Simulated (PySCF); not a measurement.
The third ionisation energy along group 14

All values are computed (PySCF 2.14, energy differences of UHF-based or UKS calculations, no spin-orbit coupling). Values in eV. The last column holds reference values (NIST; (s) semi-empirical, (t) theoretical, else measured). Unmarked ones compare directly (S terms, centres of terms, or small fine structure); those marked * lie between the lowest fine-structure levels and include a spin-orbit shift.

```json
{"element": "C (aug-cc-pCVTZ-DK, spin-free X2C)", "configurations": "[He] 2s2 → [He] 2s1", "UHF": "45.800", "LDA": "46.970", "PBE": "47.126", "r2SCAN": "46.646", "SCS-MP2 (valence)": "47.243", "CCSD (valence)": "47.804", "reference": "47.888"}
{"element": "Si (aug-cc-pCVTZ-DK, spin-free X2C)", "configurations": "[Ne] 3s2 → [Ne] 3s1", "UHF": "32.021", "LDA": "33.590", "PBE": "33.447", "r2SCAN": "32.936", "SCS-MP2 (valence)": "33.068", "CCSD (valence)": "33.240", "reference": "33.493"}
{"element": "Sn (aug-cc-pwCVTZ-DK3, spin-free X2C)", "configurations": "[Kr] 4d10 5s2 → [Kr] 4d10 5s1", "UHF": "28.520", "LDA": "31.161", "PBE": "30.684", "r2SCAN": "30.301", "SCS-MP2 (valence)": "29.354", "CCSD (valence)": "29.460", "reference": "30.506"}
{"element": "Pb (aug-cc-pwCVTZ-DK3, spin-free X2C)", "configurations": "[Xe] 4f14 5d10 6s2 → [Xe] 4f14 5d10 6s1", "UHF": "29.771", "LDA": "32.592", "PBE": "32.103", "r2SCAN": "31.874", "SCS-MP2 (valence)": "30.476", "CCSD (valence)": "30.535", "reference": "31.937"}
```

```json
{"method": "UHF", "elements": "4", "mean error (eV)": "-1.928", "mean absolute error (eV)": "1.928", "largest error (eV)": "-2.167"}
{"method": "LDA", "elements": "4", "mean error (eV)": "0.122", "mean absolute error (eV)": "0.581", "largest error (eV)": "-0.918"}
{"method": "PBE", "elements": "4", "mean error (eV)": "-0.116", "mean absolute error (eV)": "0.288", "largest error (eV)": "-0.762"}
{"method": "r2SCAN", "elements": "4", "mean error (eV)": "-0.517", "mean absolute error (eV)": "0.517", "largest error (eV)": "-1.242"}
{"method": "SCS-MP2 (valence)", "elements": "4", "mean error (eV)": "-0.921", "mean absolute error (eV)": "0.921", "largest error (eV)": "-1.461"}
{"method": "CCSD (valence)", "elements": "4", "mean error (eV)": "-0.696", "mean absolute error (eV)": "0.696", "largest error (eV)": "-1.402"}
```

Errors include the incompleteness of the basis and the frozen core.

"Valence" correlates the outer s and p shells and, in groups 3 to 12 and the f block, the outer d or f shell, open or full, or the next shell where the ion has no valence electron left; the wider scheme adds the next inner shell.
